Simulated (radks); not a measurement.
Problem. These are the eigenvalues of the occupied orbitals of an atom or ion with whole-number occupations (eV). Method: Dirac Kohn-Sham, PBEsol, spin-unpolarised, spherical densities, point nucleus; computed with a radial shooting solver on a logarithmic mesh with Libxc functionals.

1s1/2: -41810.95
2s1/2: -6767.030
2p1/2: -6398.558
2p3/2: -5916.752
3s1/2: -1501.960
3p1/2: -1345.285
3p3/2: -1249.883
3d3/2: -976.3142
3d5/2: -955.7601
4s1/2: -339.4315
4p1/2: -280.6273
4p3/2: -259.7233
4d3/2: -162.9189
4d5/2: -159.1950
5s1/2: -80.9354
5p1/2: -63.7772
5p3/2: -60.2584
4f5/2: -48.8061

Which element is it, and in what charge state? The configuration may be excited. Open shells, if any, fill j = l - 1/2 first.

Solution. Z = 59, praseodymium, charge +4: Pr4+ in [Xe] 4f1. The list shows which subshells hold electrons but not how many an open one holds; the 1s level, -1536.5 hartree, gives Z - s = 55.4 by -(Z - s)^2/2, which with screening and relativity narrows Z to a few neighbours, and the depths of the outer levels then fix element, charge and occupations together.
